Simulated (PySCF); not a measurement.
**[Yb(HCN)]3+ at several levels of theory**

Computed with PySCF 2.14.0 (density fitting, no spin-orbit coupling) at the geometry relaxed with PBE0:

```xyz
4
[Yb(HCN)]3+ (singlet in the valence; each metal's 4f electrons, 13 of them, lie in its core potential, out of spins and levels)
Yb    0.0000    0.0000   -0.1981
N     0.0000    0.0000    1.9551
C     0.0000    0.0000    3.1222
H     0.0000    0.0000    4.2403
```

```
level                                                              basis    state  HOMO (eV)  gap (eV)  charge on Yb1 (e)  population of f-type functions on Yb1 (polarisation alone where 4f lies in the core)  dipole about the centre of mass (D)  largest force component (eV/Å)
 PBE0      Yb lcecp-1-SVP with ECP59, N def2-SVP, C def2-SVP, H def2-SVP  singlet     -27.42      7.46               2.48                                                                                  0.02                                 5.52                            0.00
 TPSS                                                           the same  singlet     -26.12      5.36               2.45                                                                                  0.01                                 5.70                            1.11
 BLYP                                                           the same  singlet     -26.01      4.90               2.40                                                                                  0.01                                 5.85                            1.44
wB97X                                                           the same  singlet     -29.75     12.35               2.50                                                                                  0.02                                 5.21                            0.54
 PBE0  Yb lcecp-1-TZVP with ECP59, N def2-TZVP, C def2-TZVP, H def2-TZVP  singlet     -27.33      7.41               2.59                                                                                  0.02                                 5.57                            0.85
```

In the lcecp rows the 4f levels are missing from HOMO and gap, and the state counts the valence alone.

Charges are Mulliken's, which hang on the basis. The relaxation used the grid (50, 194), these runs (75, 302) or, all-electron (x2c bases, spin-free X2C Hamiltonian), (99, 590).

What does B3LYP with Yb lcecp-1-SVP with ECP59, N def2-SVP, C def2-SVP, H def2-SVP give here?

state singlet, HOMO (eV) -27.16, gap (eV) 6.67, charge on Yb1 (e) 2.45, population of f-type functions on Yb1 (polarisation alone where 4f lies in the core) 0.02, dipole about the centre of mass (D) 5.60, largest force component (eV/Å) 0.29. Time: 1.8 s on 2 threads of Intel(R) Xeon(R) 6975P-C (Granite Rapids), on a shared host, from an already converged density.

In the first row's basis the gap widens with exact exchange: 4.9 to 5.4 eV for BLYP, TPSS (none); 6.7 to 7.5 eV for B3LYP, PBE0 (a fixed share); 12.4 eV for wB97X (rising or full at long range).

An lcecp potential fixes the number of 4f electrons, so in runs with it no electron can move into or out of that shell.
